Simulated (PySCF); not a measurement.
Atom-mapped SMILES (the numbers label the heavy atoms): `[AsH2:1][BH:2][CH:3]1[CH2:4][CH2:5][CH2:6]1`. Hydrogens are named by the atom that carries them. Ha(C4), Ha(C5), Ha(C6) are cis to B2 on the ring; Hb(C4), Hb(C5), Hb(C6) are trans to B2 on the ring.

Geometry: PBE0-D3(BJ)/def2-SVP; GIAO absolute shieldings from PySCF 2.14.0 with density-fitted response routines, gas phase, non-relativistic, averaged over equivalent atoms.

At PBE0/pcSseg-1 (176 basis functions, 25 s wall time on 1 thread of an Arm Neoverse V2, shared host):
```
        atoms  σ (ppm)
          As1   1744.7
           B2     -3.4
           C3    142.3
        C4/C6    156.4
           C5    164.5
        H(B2)    22.12
       H(As1)    28.08
Hb(C4)/Hb(C6)    28.69
        H(C3)    28.99
Ha(C4)/Ha(C6)    29.15
       Hb(C5)    29.39
       Ha(C5)    29.43
```

Q: Predict the values at mPW1PW91/pcSseg-1 on the same geometry.

A: 
| atoms | σ at mPW1PW91/pcSseg-1 | change |
| --- | --- | --- |
| As1 | 1736.6 | -8.1 |
| B2 | -2.8 | +0.6 |
| C3 | 141.9 | -0.4 |
| C4/C6 | 155.5 | -0.9 |
| C5 | 163.5 | -1.0 |
| H(B2) | 22.24 | +0.12 |
| H(As1) | 28.16 | +0.08 |
| Hb(C4)/Hb(C6) | 28.76 | +0.07 |
| H(C3) | 29.07 | +0.08 |
| Ha(C4)/Ha(C6) | 29.22 | +0.07 |
| Hb(C5) | 29.45 | +0.06 |
| Ha(C5) | 29.49 | +0.06 |

The largest change is at As1 (arsenic bonded to B, 2 H). Cost: 176 basis functions, 20 s wall time on 1 thread of an Arm Neoverse V2, shared host. The order of the carbon signals is the same at both levels.

Relativistic effects, spin–orbit coupling among them, are left out; they matter for As and for the light atoms bonded to it. A carbon bonded to boron is broadened by the quadrupolar boron nucleus and is often missing from a measured spectrum.
